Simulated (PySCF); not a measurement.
Reaction (SMILES): C=[SiH2] (CH2-SiH2) → C=[SiH-] + H+
B3LYP-D3(BJ)/def2-TZVP geometries, fixed; electronic energies without zero-point terms.

Effect of the SCF energy threshold at r2SCAN/def2-SVP with PySCF, against the last row, where the deprotonation energy is 368.85 kcal/mol. The proton leaves the site shown, which need not be the most acidic.

| setting | SCF cycles, largest species | largest shift of a total energy (mEh) | shift of the deprotonation energy (kcal/mol) |
|---|---|---|---|
| conv_tol: 1e-4 | 6 | 0.003 | 0.002 |
| conv_tol: 1e-5 | 7 | 0.000 | 0.000 |
| conv_tol: 1e-6 | 7 | 0.000 | 0.000 |
| conv_tol: 1e-7 | 8 | 0.000 | 0.000 |
| conv_tol: 1e-11 | 10 | 0.000 | 0.000 |

Within 0.02 kcal/mol in the deprotonation energy: conv_tol: 1e-4; conv_tol: 1e-5; conv_tol: 1e-6; conv_tol: 1e-7. The largest shift is 0.003 mEh in a total energy and 0.002 kcal/mol in the difference.
